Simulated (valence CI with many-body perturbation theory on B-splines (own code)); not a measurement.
# E1 transitions of S3+

Computed by relativistic CI+MBPT: three valence electrons over a frozen Dirac-Fock core [Ne], radial functions for each j: 11 s, 11 p, 10 d, 8 f, 5 g, 2 h, with the one-electron correlation potential Σ1, the two-electron term Σ2, the three-electron term Σ3, Breit, model QED; selected CI, second order for the rest, scaled by the run's own slope (own B-spline code, finite nucleus).

Against 67 measured levels this calculation errs by 107 cm⁻¹ on average and by 283 at most. These come from a selection out of NIST levels in Podobedova, Kelleher and Wiese, J. Phys. Chem. Ref. Data 38, 171 (2009). Levels without a partner in it may be off by more. 2 measured levels below the end of the list, from 309921 cm⁻¹ on, found no clear computed partner, and computed levels of the same name lie up to 1064 cm⁻¹ from them.

Lines 151 to 200 of 580 in falling wavelength, among levels below 346118 cm⁻¹, chosen from the strongest by gf and those to the six lowest levels. Wavelengths and rates use the calculated energies, so an error of 100 cm⁻¹ moves a line at 275.3 nm by 0.28 % and its rate by three times that or more. Electric multipoles are in the length gauge, E1 and E2 with the static RPA response of the core. Weak lines are less certain than strong ones. Lines between different terms over intervals too small for the method are left out, as are lines whose strength nearly cancels. Where a level lies close to another of its J and parity, the split of strength between their lines is uncertain. The highest levels of a list are the least certain.

Names give the largest LS component (configuration and term), which can be under half, so a name can repeat, a term be missing and a line seem to break the LS rules; names also repeat where a configuration has a term twice. Letters in brackets count levels of one name in rising energy.

```tsv
λ vac (nm)	λ from measured levels	Upper	Lower	A (s⁻¹)	S (a.u.) with core polarisation	S without
275.3	272.5	3s3p4p ²D_5/2 [a]	3s3p3d ²P°_3/2 [a]	1.89e+07	1.17e+00	1.18e+00
274.7		3s3p4d ²D°_3/2	3s3p4p ²D_3/2 [a]	5.37e+07	2.20e+00	2.19e+00
273.5		3s3p4d ²P°_3/2	3s3p4p ²S_1/2 [a]	2.76e+08	1.12e+01	1.12e+01
271.0		3s3p4d ²P°_1/2	3s3p4p ²S_1/2 [a]	2.96e+08	5.81e+00	5.82e+00
268.1	267.9	3s3p4p ²S_1/2 [a]	3s3p4s ²P°_3/2 [a]	2.18e+08	4.14e+00	4.17e+00
263.8	263.6	3s3p4p ²S_1/2 [a]	3s3p4s ²P°_1/2 [a]	1.09e+08	1.98e+00	1.99e+00
260.9		3s3p4d ⁴D°_5/2	3s3p4p ⁴P_5/2	9.55e+07	5.02e+00	5.03e+00
259.7		3s3p4d ⁴D°_7/2	3s3p4p ⁴P_5/2	3.72e+08	2.57e+01	2.58e+01
258.5		3s3p4d ⁴D°_1/2	3s3p4p ⁴P_3/2	6.76e+07	1.15e+00	1.15e+00
258.5		3s3p4d ⁴D°_3/2	3s3p4p ⁴P_3/2	2.10e+08	7.15e+00	7.15e+00
258.1		3s3p4d ⁴D°_5/2	3s3p4p ⁴P_3/2	2.85e+08	1.45e+01	1.45e+01
257.2		3s3p4d ⁴D°_1/2	3s3p4p ⁴P_1/2	3.78e+08	6.35e+00	6.35e+00
257.2		3s3p4d ⁴D°_3/2	3s3p4p ⁴P_1/2	1.84e+08	6.17e+00	6.17e+00
256.6		3s3p4d ²F°_5/2	3s²5d ²D_3/2	3.95e+07	1.98e+00	1.98e+00
254.3		3s3p4d ²F°_7/2	3s²5d ²D_5/2	8.34e+07	5.42e+00	5.43e+00
251.7		3s3p4d ⁴F°_7/2	3s3p4p ⁴P_5/2	4.40e+07	2.77e+00	2.78e+00
249.8		3s3p4d ²D°_5/2	3s3p4p ⁴P_3/2	2.17e+07	1.00e+00	1.00e+00
245.4		3s3p4d ²F°_5/2	3s3p4p ²D_5/2 [a]	4.30e+07	1.88e+00	1.89e+00
244.0		3s3p4d ⁴P°_5/2	3s3p4p ⁴S_3/2	3.59e+08	1.54e+01	1.55e+01
242.8		3s3p4d ²F°_5/2	3s3p4p ²D_3/2 [a]	5.53e+08	2.34e+01	2.35e+01
242.4		3s3p4d ²F°_7/2	3s3p4p ²D_5/2 [a]	5.47e+08	3.08e+01	3.08e+01
242.3		3s3p4d ⁴P°_3/2	3s3p4p ⁴S_3/2	4.63e+08	1.30e+01	1.30e+01
241.3		3s3p4d ⁴P°_1/2	3s3p4p ⁴S_3/2	5.34e+08	7.41e+00	7.43e+00
240.2	240.0	3s²4d ²D_3/2	3s²4p ²P°_3/2	9.42e+07	2.58e+00	2.58e+00
240.2	240.0	3s²4d ²D_5/2	3s²4p ²P°_3/2	5.65e+08	2.32e+01	2.32e+01
239.0	238.8	3s²4d ²D_3/2	3s²4p ²P°_1/2	4.52e+08	1.22e+01	1.22e+01
237.9		3s3p4d ⁴D°_5/2	3s3p4p ⁴D_7/2	2.05e+07	8.17e-01	8.15e-01
236.9		3s3p4d ⁴D°_7/2	3s3p4p ⁴D_7/2	8.81e+07	4.63e+00	4.62e+00
235.8		3s3p4d ⁴P°_5/2	3s3p4p ⁴P_5/2	2.48e+08	9.63e+00	9.66e+00
235.2		3s3p4d ⁴D°_3/2	3s3p4p ⁴D_5/2	4.21e+07	1.08e+00	1.08e+00
235.0		3s²7f ²F°_7/2	3s²5d ²D_5/2	1.18e+08	6.04e+00	6.04e+00
234.9		3s3p4d ⁴D°_5/2	3s3p4p ⁴D_5/2	3.49e+07	1.34e+00	1.34e+00
234.3		3s3p4d ⁴P°_3/2	3s3p4p ⁴P_5/2	1.57e+08	3.99e+00	4.00e+00
234.3		3s²7f ²F°_5/2	3s²5d ²D_3/2	9.52e+07	3.63e+00	3.63e+00
233.9		3s3p4d ⁴D°_7/2	3s3p4p ⁴D_5/2	1.70e+08	8.57e+00	8.59e+00
233.7		3s3p4d ⁴D°_1/2	3s3p4p ⁴D_3/2	6.57e+07	8.28e-01	8.27e-01
233.5		3s3p4d ⁴P°_5/2	3s3p4p ⁴P_3/2	1.29e+08	4.85e+00	4.86e+00
233.4		3s3p4d ⁴D°_5/2	3s3p4p ⁴D_3/2	1.79e+08	6.74e+00	6.75e+00
232.9		3s3p4d ⁴D°_1/2	3s3p4p ⁴D_1/2	6.31e+07	7.87e-01	7.87e-01
232.9		3s3p4d ⁴D°_3/2	3s3p4p ⁴D_1/2	1.24e+08	3.09e+00	3.10e+00
231.1		3s3p4d ⁴P°_1/2	3s3p4p ⁴P_3/2	1.77e+08	2.16e+00	2.17e+00
231.0		3s3p4d ⁴P°_3/2	3s3p4p ⁴P_1/2	1.11e+08	2.69e+00	2.70e+00
230.3		3s3p4d ⁴F°_7/2	3s3p4p ⁴D_7/2	1.96e+08	9.43e+00	9.45e+00
229.7		3s3p4d ⁴F°_3/2	3s3p4p ⁴D_3/2	8.84e+07	2.12e+00	2.12e+00
229.7		3s3p4d ⁴F°_5/2	3s3p4p ⁴D_5/2	1.48e+08	5.31e+00	5.32e+00
229.3	227.9	3s3p4p ²S_1/2 [a]	3s3p3d ²P°_3/2 [a]	6.61e+07	7.86e-01	7.80e-01
228.9		3s3p4d ⁴F°_3/2	3s3p4p ⁴D_1/2	6.93e+07	1.64e+00	1.65e+00
228.9		3s3p4d ⁴D°_3/2	3s3p4p ²P_1/2 [a]	3.21e+07	7.60e-01	7.61e-01
228.7		3s3p4d ⁴F°_9/2	3s3p4p ⁴D_7/2	8.60e+08	5.07e+01	5.09e+01
228.3		3s3p4d ⁴F°_5/2	3s3p4p ⁴D_3/2	7.03e+07	2.48e+00	2.49e+00
```
